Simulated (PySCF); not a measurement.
Members of one series of related molecules.

All values: PBE0/def2-SVPD (PySCF) at GFN2-xTB geometries, gas phase, one conformer each. Core orbitals are frozen in the response; Δα² is half the sum of the squared differences of the principal polarisabilities.

(1) Rank by mean static polarisability, highest first.
A. `C=C(C)C(=C)C(N)=O`
B. `C=C(C(N)=O)C(Cl)(Cl)Cl`
C. `C=C(NC=O)C(N)=O`

(2) Rank by polarisability anisotropy Δα, lowest first.
A. `[CH2:1]=[C:2]([CH3:3])[C:4](=[CH2:5])[C:6]([NH2:7])=[O:8]` with C1–C2–C4–C5 -145°, C2–C4–C6–N7 35°, C4–C6–N7–H 179° and -5°
B. `[CH2:1]=[C:2]([CH2:3][Cl:4])[C:5]([NH2:6])=[O:7]` with C1–C2–C3–Cl4 100°, C1–C2–C5–N6 -41°, C2–C5–N6–H -178° and -10°
C. `[CH2:1]=[C:2]([C:3]([NH2:4])=[O:5])[C:6]([Cl:7])([Cl:8])[Cl:9]` with C1–C2–C3–N4 -167°, C2–C3–N4–H 3° and 179°
D. `[CH2:1]=[C:2]([NH:3][CH:4]=[O:5])[C:6]([NH2:7])=[O:8]` with C1–C2–N3–C4 0°, C2–N3–C4–O5 0°, C1–C2–C6–N7 0°, C2–C6–N7–H 180° and 0°

(3) Rank by HOMO energy, lowest first.
A. `C=C(C(N)=O)C(Cl)(Cl)Cl`
B. `C=C(NC=O)C(N)=O`
C. `C=C(CCl)C(N)=O`

Answers

(1) B (14.79 Å³), A (12.50 Å³), C (10.75 Å³).

(2) B (2.27 Å³), C (3.71 Å³), A (5.11 Å³), D (6.41 Å³).

(3) A (-7.92 eV), C (-7.76 eV), B (-7.22 eV).

All values together:

```csv
SMILES,formula,μ (D),HOMO (eV),LUMO (eV),α (Å³),Δα (Å³),electrons,α per electron (Å³)
C=C(CCl)C(N)=O,C4H6ClNO,3.76,-7.76,-1.35,10.96,2.27,62,0.177
C=C(C(N)=O)C(Cl)(Cl)Cl,C4H4Cl3NO,1.74,-7.92,-1.88,14.79,3.71,94,0.157
C=C(NC=O)C(N)=O,C4H6N2O2,3.63,-7.22,-1.54,10.75,6.41,60,0.179
C=C(C)C(=C)C(N)=O,C6H9NO,3.94,-7.15,-1.26,12.50,5.11,60,0.208
```

Conformers: `[CH2:1]=[C:2]([CH2:3][Cl:4])[C:5]([NH2:6])=[O:7]` with C1–C2–C3–Cl4 100°, C1–C2–C5–N6 -41°, C2–C5–N6–H -178° and -10°; `[CH2:1]=[C:2]([C:3]([NH2:4])=[O:5])[C:6]([Cl:7])([Cl:8])[Cl:9]` with C1–C2–C3–N4 -167°, C2–C3–N4–H 3° and 179°; `[CH2:1]=[C:2]([NH:3][CH:4]=[O:5])[C:6]([NH2:7])=[O:8]` with C1–C2–N3–C4 0°, C2–N3–C4–O5 0°, C1–C2–C6–N7 0°, C2–C6–N7–H 180° and 0°; `[CH2:1]=[C:2]([CH3:3])[C:4](=[CH2:5])[C:6]([NH2:7])=[O:8]` with C1–C2–C4–C5 -145°, C2–C4–C6–N7 35°, C4–C6–N7–H 179° and -5°.
